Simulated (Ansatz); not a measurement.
CH₃O (SMILES C[O]), doublet, geometry from GFN2-xTB; HF/def2-SVP (Ansatz, a program for electronic structure).

Ansatz was given this input:
Ansatz 0.2 input:
```yaml
crystal:
  periodic: [false, false, false]
  atoms:
    - {symbol: C, position_ang: [-0.54116997, 0.05353428, 0.00083229]}
    - {symbol: O, position_ang: [0.76176720, -0.09588941, -0.01975640]}
    - {symbol: H, position_ang: [-0.92867698, -0.03773698, 1.04276980]}
    - {symbol: H, position_ang: [-0.81706085, 1.11029291, -0.22559941]}
    - {symbol: H, position_ang: [-1.10137993, -0.62664630, -0.66411297]}
basis:
  gaussian:
    orbitals: def2-SVP
hamiltonian:
  xc: hf
magnetization: {spin_polarized: true, initial_magnetization: 1}
```

It wrote (shortened):

```
Functional definition: HF
431 factors; integrals over basis functions are off by at most 1.3e-3 eV
mean field evaluation 1: about -3108.1711 eV, gradient 1.8e1 eV
mean field evaluation 2: about -3108.2185 eV, gradient 1.8e1 eV
mean field evaluation 4: about -3110.7466 eV, gradient 3.6e0 eV
mean field evaluation 8: about -3111.0297 eV, gradient 1.6e-1 eV
mean field evaluation 16: about -3111.0301 eV, gradient 4.5e-6 eV
mean field evaluation 32: about -3110.8176 eV, gradient 4.0e0 eV
mean field evaluation 64: about -3110.9109 eV, gradient 7.5e-5 eV
mean field -3111.03008079 eV, -114.3282467372 hartree, gradient 5.6e-6 eV, S^2 0.759199; 3 other end points of the search recorded, 0 dependent functions left out
reference -3111.03008079 eV, -114.3282467372 hartree; 9, 8 occupied and 34, 35 virtual orbitals, 431 factors
Total energy: -3111.03008079 eV, -114.3282467372 hartree
```
